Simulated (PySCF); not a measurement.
## Worked example: the barrier

An elementary step of Si$_{2}$H$_{7}$ClO, closed shell (Si₂H₆O ([OH][SiH2][SiH3]) + HCl → SiH₃Cl ([SiH3][Cl]) + SiH₄O ([OH][SiH3]); bonds formed: Si1–H6, Si2–Cl7; bonds broken: Si1–Si2, H6–Cl7). “Start” is the structure reached by relaxing down from the saddle towards the reactants; PBE0-D4/def2-TZVP structures. The saddle:

| atom | x (Å) | y (Å) | z (Å) |
| --- | --- | --- | --- |
| Si1 | -1.1599 | 0.4798 | -0.3294 |
| Si2 | 0.7723 | -1.2579 | 0.1019 |
| H3 | -1.4566 | 0.1313 | -1.7330 |
| H4 | -2.0273 | -0.2212 | 0.6412 |
| O5 | -0.9718 | 2.0631 | -0.0627 |
| H6 | 0.4725 | 0.3147 | 0.0369 |
| Cl7 | 1.9576 | 1.2206 | 0.7650 |
| H8 | 0.9422 | -1.5475 | 1.5332 |
| H9 | -0.3604 | -2.0882 | -0.4302 |
| H10 | 1.9189 | -1.3838 | -0.8107 |
| H11 | -0.0874 | 2.2891 | 0.2878 |

Computed with PySCF 2.14 with density fitting (its default auxiliary sets; JK sets also for MP2 and CCSD(T)) (basis: def2-TZVPP and def2-QZVPP); correlated methods freeze the cores.

Energies in eV:

| quantity | saddle | start |
| --- | --- | --- |
| Hartree–Fock, triple zeta (X = 3) | -30377.26639 | -30379.11022 |
| Hartree–Fock, quadruple zeta (X = 4) | -30378.24081 | -30380.06318 |
| MP2 correlation, X = 3 | -19.63374 | -19.21308 |
| MP2 correlation, X = 4 | -21.26368 | -20.78397 |
| CCSD(T) correlation, X = 3 | -22.08735 | -21.77689 |

Problem. Work out the barrier at the basis limit: extrapolate Hartree–Fock as E(X) = E∞ + A exp(−7.88 √X) and the MP2 correlation as E(X) = E∞ + B X^−2.97 (the exponents that Neese and Valeev fitted for def2-TZVPP and QZVPP), then add CCSD(T) − MP2 in triple zeta.

Solution. Each step is linear, so take the differences first (saddle − start): Hartree–Fock 1.84383 (X = 3) and 1.82237 (X = 4); MP2 correlation -0.42066 and -0.47971; CCSD(T) correlation -0.31046.
Two points give E∞ = E(4) + w [E(4) − E(3)], with w = 1/(exp(7.88 (2 − √3)) − 1) = 0.1377 for Hartree–Fock and w = 1/((4/3)^2.97 − 1) = 0.7407 for the correlation.
Hartree–Fock: 1.82237 + 0.1377 × (-0.02146) = 1.8194 eV.
MP2 correlation: -0.47971 + 0.7407 × (-0.05905) = -0.5234 eV.
CCSD(T) − MP2: -0.31046 − (-0.42066) = 0.1102 eV.
Sum: 1.8194 + (-0.5234) + 0.1102 = 1.4062 eV, or 32.43 kcal/mol. Plain CCSD(T) in triple zeta gives 1.5334 eV, so the larger basis shifts the result by -0.1272 eV.

No T1 diagnostic of these runs exceeds 0.015.

Labels in which every atom is bracketed show which atoms are joined, not bond orders.

For scale, one of the runs: CCSD(T)/def2-TZVPP, 255 basis functions, launched by `OMP_NUM_THREADS=4 python run.py`. The run took 26 min on 4 CPU threads of an Intel Xeon (shared host), with 5.4 GiB of host memory at its peak.
